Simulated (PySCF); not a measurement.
C8H10N2.
Atom-mapped SMILES: `[CH3:1][c:2]1[cH:3][n:4][n:5][cH:6][c:7]1[CH:8]1[CH2:9][CH2:10]1` (hydrogens: H11, H12, H13 on C1; H14 on C3; H15 on C6; H16 on C8; H17, H18 on C9; H19, H20 on C10)

Cartesian coordinates in Å at the PBE0-D3(BJ)/def2-SVP level; atoms count from 1:
```xyz
20
C8H10N2 angstrom
C      1.7604   -1.3545   -0.0740
C      1.3625    0.0860   -0.0753
C      2.3026    1.1074    0.1036
N      2.0143    2.4032    0.1243
N      0.7691    2.7908   -0.0379
C     -0.1824    1.8813   -0.2159
C      0.0355    0.4982   -0.2411
C     -1.0550   -0.4926   -0.4242
C     -2.5052   -0.1541   -0.2563
C     -1.8268   -1.0032    0.7717
H      1.1918   -1.9179    0.6823
H      1.5496   -1.8281   -1.0466
H      2.8327   -1.4723    0.1353
H      3.3611    0.8621    0.2448
H     -1.1879    2.2887   -0.3581
H     -0.8300   -1.2547   -1.1787
H     -2.7760    0.8651    0.0285
H     -3.2146   -0.6273   -0.9392
H     -1.6039   -0.5455    1.7393
H     -2.0591   -2.0704    0.8154
```

The closed-shell ground state was solved at several levels (PySCF, density fitting, gas phase, non-relativistic).

| level | basis functions | HOMO (eV) | LUMO (eV) | gap (eV) | dipole (D) |
| --- | --- | --- | --- | --- | --- |
| PBE0/def2-SVPD | 280 | -6.50 | -1.27 | 5.23 | 5.38 |
| mPW1PW91/pcSseg-1 | 220 | -6.60 | -1.26 | 5.34 | 5.41 |

Task: Estimate the row for PBE0/pcSseg-1, a basis of 220 functions; the other rows only guide the guess.

Result: HOMO -6.55 eV, LUMO -1.24 eV, gap 5.31 eV, dipole 5.40 D.

Task: Over all these levels, which gives the widest orbital gap and which the narrowest?

Result: mPW1PW91/pcSseg-1 (global hybrid, 25 % exact exchange) has the widest, 5.34 eV, and PBE0/def2-SVPD (global hybrid, 25 % exact exchange) the narrowest, 5.23 eV. Functional and basis both differ between the two, so the spread mixes both effects.

Task: How far do the dipole and the HOMO energy spread over the levels?

Result: The dipole runs from 5.38 to 5.41 D (mean 5.40 D) and the HOMO from -6.60 to -6.50 eV.

One conformer stands for the species.
